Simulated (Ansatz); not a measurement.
`[SiH3][NH][AlH][Cl]` + `O[SiH2][SiH3]` → `O[SiH]([SiH3])[AlH][Cl]` + `N[SiH3]`  (formal exchange of groups at the Al–N bond)

Isolated molecules relaxed with PBE0-D4/def2-TZVP in Ansatz; ΔE leaves out vibrations. CBS: MP2 limit from def2 TZ/QZ plus the TZ coupled-cluster correction, frozen cores. This one scheme is used for every species. DFT in def2-TZVPP. HSE06 is defined as in plane-wave codes. Each species was taken in one conformer, which may not be the lowest.

```json
{"level": "revPBE-D4", "ΔE (kJ/mol)": "84.2", "difference from CCSD(T)/CBS": "-21.0"}
{"level": "B97M-V", "ΔE (kJ/mol)": "101.5", "difference from CCSD(T)/CBS": "-3.7"}
{"level": "PBE0-D4", "ΔE (kJ/mol)": "88.5", "difference from CCSD(T)/CBS": "-16.7"}
{"level": "r2SCANh-D4", "ΔE (kJ/mol)": "101.7", "difference from CCSD(T)/CBS": "-3.5"}
{"level": "r2SCAN0-D4", "ΔE (kJ/mol)": "102.5", "difference from CCSD(T)/CBS": "-2.7"}
{"level": "CAM-B3LYP-D4", "ΔE (kJ/mol)": "108.3", "difference from CCSD(T)/CBS": "3.1"}
{"level": "PBE-QIDH", "ΔE (kJ/mol)": "101.6", "difference from CCSD(T)/CBS": "-3.6"}
{"level": "BLYP", "ΔE (kJ/mol)": "98.5", "difference from CCSD(T)/CBS": "-6.7"}
{"level": "PBE0", "ΔE (kJ/mol)": "88.9", "difference from CCSD(T)/CBS": "-16.3"}
{"level": "HSE06", "ΔE (kJ/mol)": "88.7", "difference from CCSD(T)/CBS": "-16.5"}
{"level": "CAM-B3LYP", "ΔE (kJ/mol)": "108.8", "difference from CCSD(T)/CBS": "3.6"}
{"level": "LC-ωPBE", "ΔE (kJ/mol)": "98.3", "difference from CCSD(T)/CBS": "-6.9"}
{"level": "HF/def2-SVP", "ΔE (kJ/mol)": "118.9", "difference from CCSD(T)/CBS": "13.7"}
{"level": "CCSD(T)/def2-TZVPP", "ΔE (kJ/mol)": "107.7", "difference from CCSD(T)/CBS": "2.5"}
{"level": "SCS-MP2/def2-QZVPP", "ΔE (kJ/mol)": "115.7", "difference from CCSD(T)/CBS": "10.5"}
{"level": "MP2/CBS(def2)", "ΔE (kJ/mol)": "112.8", "difference from CCSD(T)/CBS": "7.6"}
{"level": "CCSD(T)/CBS", "ΔE (kJ/mol)": "105.2", "difference from CCSD(T)/CBS": "0"}
```

Largest T1 diagnostic among the species: 0.012.

From BLYP to BHLYP (50 % exact exchange), in def2-TZVPP and without D4, ΔE moves by +11.6 kJ/mol. At CCSD(T), def2-SVP lies +8.2 kJ/mol from the extrapolated value and def2-TZVPP +2.5 kJ/mol.
